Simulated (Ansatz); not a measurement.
Mulliken charges of ClFH$_{3}$NSn, SMILES `[NH2][SnH]([F])[Cl]` from ωB97M-V/def2-TZVPP in Ansatz (PBE0-D4/def2-TZVP geometry).

```tsv
atom	x (Å)	y (Å)	z (Å)	charge (e)
N1	-0.648	1.113	0.294	-0.474
Sn2	0.507	-0.501	0.080	1.097
F3	0.970	-0.735	-1.769	-0.480
Cl4	-0.818	-2.311	0.612	-0.333
H5	-1.606	0.939	0.017	0.130
H6	-0.314	1.925	-0.208	0.119
H7	1.970	-0.498	0.928	-0.060
```

Problem. By hand: the dipole of these point charges (1 e Å = 4.8032 D).

Solution. Σ q r = (0.306, 0.426, 0.516) e Å, of length 0.736 e Å = 3.54 D.

Problem. How does the dipole of the full density compare? (An estimate is asked.)

Solution. The calculation gave: (0.063, 0.449, 0.222) e Å, 2.42 D; the point charges give 1.46 times that, at 29° from its direction.

Point charges leave out the atoms' own dipoles, such as those of lone pairs, and Mulliken's split depends on the basis, so the two needn't agree.
